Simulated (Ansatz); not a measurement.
Series (H2GaX)2: PBE0-D4/def2-TZVP single points in Ansatz on relaxed structures, gas phase. Binding counts from free atoms in the multiplicity of their measured ground term, without zero-point energy. A dash marks a value that wasn't run or was left out as unsound. The structures are stationary points that may keep the symmetry of their start. Remarks come from the PBE and PBE0 runs and from stability tests at other levels; not every state was tested. HOMO above LUMO (over both spins in singlets and doublets, within one spin in higher multiplets; at PBE or PBE0), or a gap under 0.15 eV within one spin, warns that the state may not be the lowest or that an electron is smeared out.

| species | atoms | state | geometry | HOMO (eV) | LUMO (eV) | gap (eV) | vertical IE (eV) | vertical triplet (eV) | binding per atom (eV) | point group (within 0.1 Å) | remarks |
| --- | --- | --- | --- | --- | --- | --- | --- | --- | --- | --- | --- |
| (H2Ga-mu-H)2 (Ga2H6) | 8 | singlet | PBE0-D4/def2-TZVP | -8.69 | -1.18 | 7.50 | 10.73 | 5.99 | 2.25 | D2h | gap within one spin near zero at PBE or PBE0 (triplet) |
| (H2Ga-mu-F)2 (Ga2H4F2) | 8 | singlet | PBE0-D4/def2-SVP | -8.76 | -0.79 | 7.97 | 10.76 | 6.46 | 2.85 | D2h | – |
| (H2Ga-mu-Cl)2 (Ga2H4Cl2) | 8 | singlet | PBE-D4/def2-SVP | -8.46 | -0.99 | 7.46 | 10.29 | 6.03 | 2.54 | D2h | – |
| (H2Ga-mu-OH)2 (Ga2O2H6) | 10 | singlet | PBE-D4/def2-SVP | -7.67 | -0.59 | 7.08 | 9.57 | 5.68 | 3.00 | D2h | – |
| (H2Ga-mu-PSiH3)2 (Ga2Si4P2H16) | 24 | singlet | r2SCAN-D4/def2-SVP | -7.17 | -0.71 | 6.46 | – | – | 2.85 | – | gap within one spin near zero at PBE or PBE0 (triplet) |

The gap (eV) runs from 6.46 ((H2Ga-mu-PSiH3)2) to 7.97 ((H2Ga-mu-F)2). The vertical IE (eV) runs from 9.57 ((H2Ga-mu-OH)2) to 10.76 ((H2Ga-mu-F)2). The vertical triplet (eV) runs from 5.68 ((H2Ga-mu-OH)2) to 6.46 ((H2Ga-mu-F)2).
